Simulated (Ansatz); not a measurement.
Reaction (cleavage of the Si–Si bond): `B[SiH](F)[SiH2]N` + H₂S → `N[SiH2]S` + `B[SiH2]F`

Calculated with Ansatz (gas phase, PBE0-D4/def2-TZVP geometries, no zero-point term in ΔE). CCSD(T)/CBS is the MP2 limit (def2-TZVPP, def2-QZVPP) plus CCSD(T) − MP2 in def2-TZVPP, frozen cores. This one scheme is used for every species. Functionals use def2-TZVPP. B3LYP here is the variant with VWN-RPA as its local correlation; programs differ in this. Each species was taken in one conformer, which may not be the lowest.

| level | ΔE (kJ/mol) | difference from CCSD(T)/CBS |
| --- | --- | --- |
| PBE0-D4 | -63.0 | 10.5 |
| ωB97X-V | -71.0 | 2.5 |
| ωB97M-V | -75.1 | -1.6 |
| PBE | -58.4 | 15.1 |
| r2SCAN | -68.3 | 5.2 |
| PBE0 | -65.6 | 7.9 |
| B3LYP | -70.7 | 2.8 |
| HF/def2-TZVPP | -87.8 | -14.3 |
| SCS-MP2/def2-TZVPP | -81.0 | -7.5 |
| CCSD/def2-TZVPP | -72.9 | 0.6 |
| HF/def2-QZVPP | -88.1 | -14.6 |
| MP2/def2-QZVPP | -82.4 | -8.9 |
| SCS-MP2/def2-QZVPP | -82.5 | -9.0 |
| HF/CBS(def2) | -88.1 | -14.6 |
| MP2/CBS(def2) | -83.2 | -9.7 |
| CCSD/CBS(def2) | -75.2 | -1.7 |
| CCSD(T)/CBS | -73.5 | 0 |

Largest T1 diagnostic among the species: 0.013.

In def2-TZVPP, CCSD(T) changes the Hartree–Fock value by +16.5 kJ/mol (the triples alone add +1.7 kJ/mol) and MP2 by +6.8 kJ/mol. The D4 term adds +3.8 kJ/mol with B3LYP and +2.6 kJ/mol with PBE0; it sums over pairs of atoms, weighted by their polarisabilities, and B3LYP, whose exchange is more repulsive, gets the larger term.
